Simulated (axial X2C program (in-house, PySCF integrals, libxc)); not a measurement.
**Sn: configurations by level of theory**

Calculated with an in-house all-electron X2C program for linear molecules (integrals from PySCF), basis dyall-cv3z (cores contracted in-house), spin-free (one-electron X2C) and two-component (2c, atomic mean-field Coulomb and Gaunt terms). Energies in eV from the lowest row of each column (rows without correlated energies are left out; n/a marks j-coupled starts, which PBE0 does not hold); electrons by l are Mulliken totals of the Hartree–Fock solution, and PBE0 can relax to another configuration under the same block occupation. Coupled cluster uses truncated natural virtuals with an MP2 remainder. Frozen shells in the correlated columns: 4 s, 3 p, 1 d.

The low spin-free determinants:

| electrons by l | M_S, M_L | HF | MP2 | CCSD(T) | PBE0 |
| --- | --- | --- | --- | --- | --- |
| s10 p20 d20 | 1, 0 | 0.00 | 0.02 | 0.00 | 0.00 |
| s10 p20 d20 | 1, 1 | 0.06 | 0.00 | 0.00 | 0.02 |
| s10 p20 d20 | 0, 1 | 0.39 | 0.46 | 0.28 | 0.31 |

And the two-component ones:

| electrons by l | 2M_J | HF | MP2 | CCSD(T) | PBE0 |
| --- | --- | --- | --- | --- | --- |
| s10 p20 d20 | 0 | 0.45 | 0.06 | 0.00 | 0.16 |
| s10 p20 d20 | 2 | 0.00 | 0.00 | 0.18 | 0.00 |
| s10 p20 d20 | 4 | 0.23 | 0.11 | 0.34 | 0.18 |
| s10 p20 d20 | 2 | 0.33 | 0.34 | 0.42 | 0.22 |

Ground level as tabulated from the NIST Atomic Spectra Database (leading term): 2S+1 = 3, L = 1, J = 0.

Spin-free rows of one term, and 2c rows of one J level, should be degenerate; broken spherical symmetry, the missing current term of PBE0 and determinants that mix terms or J levels spread them. The search is wide but not exhaustive and can miss a configuration; gaps between s and d configurations can be off by some tenths of an eV with this basis and core.

The run took 2.1 min on 1 thread of Intel(R) Xeon(R) Processor @ 2.30GHz (shared host).
